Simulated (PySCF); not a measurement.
## Correlation energy of Pd²⁺ (palladium, charge +2)

[Kr] 4d7 5s1, high-spin 5F determinant (an excited configuration). Calculation: PySCF 2.14, in def2-QZVPPD with the def2 core potential (28 electrons); a scalar-relativistic core potential. Frozen: 4s2 4p6; 8 electrons correlated.

| level | correlation energy (mhartree) |
| --- | --- |
| CCSD | -200.90 |
| (T) | -5.10 |
| CCSD(T) | -206.00 |

Diagnostics: T1 = 0.0060, D1 = 0.0231, largest double amplitude 0.017.

Cost of the coupled-cluster step: of the order of 40 core-seconds, for 8 correlated electrons.
